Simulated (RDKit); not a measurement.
RDKit input (UFF):

```python
from rdkit import Chem
from rdkit.Chem import AllChem, rdDetermineBonds

mol = Chem.MolFromXYZFile('mol.xyz')
rdDetermineBonds.DetermineBonds(mol, charge=-1)
print('SMILES', Chem.MolToSmiles(Chem.RemoveHs(mol)))
ff = AllChem.UFFGetMoleculeForceField(mol)
e0 = ff.CalcEnergy()
flag = ff.Minimize(maxIts=5000, forceTol=1e-5)
print(f'energy {e0:.4f} -> {ff.CalcEnergy():.4f} kcal/mol, converged: {flag == 0}')
print(Chem.MolToXYZBlock(mol))
```
mol.xyz:
```
11

C     -2.45650900    -0.53814300     0.09035700
C     -1.21647700     0.04603300     0.09224000
C      0.05760200    -0.49479200    -0.18827900
Si     1.59250000     0.40542000    -0.01072500
H     -2.59056100    -1.59255500    -0.13395900
H     -3.34888700     0.03982700     0.29935900
H     -1.21534900     1.11187800     0.34179500
H      0.09975700    -1.55334800    -0.44848200
H      2.60981100     0.15264300    -1.09843500
H      2.47202800     0.19593400     1.21396100
H      1.37050500     1.89114200     0.01000500
```

Output:

```
SMILES C=C[CH-][SiH3]
energy 12.3412 -> 1.5645 kcal/mol, converged: True
11

C     -2.376680   -0.520614    0.046080
C     -1.234317    0.158465    0.081423
C      0.058128   -0.521342   -0.058439
Si     1.630986    0.436221   -0.006950
H     -2.386396   -1.595535   -0.087005
H     -3.319145    0.000877    0.151269
H     -1.262366    1.232773    0.216052
H      0.107651   -1.594550   -0.193842
H      2.356555    0.248842   -1.271925
H      2.458555   -0.046687    1.108242
H      1.341450    1.865589    0.182933
```

The dipole moment of an ion depends on the origin.

The geometry given is a B3LYP-D3(BJ)/def2-TZVP minimum.
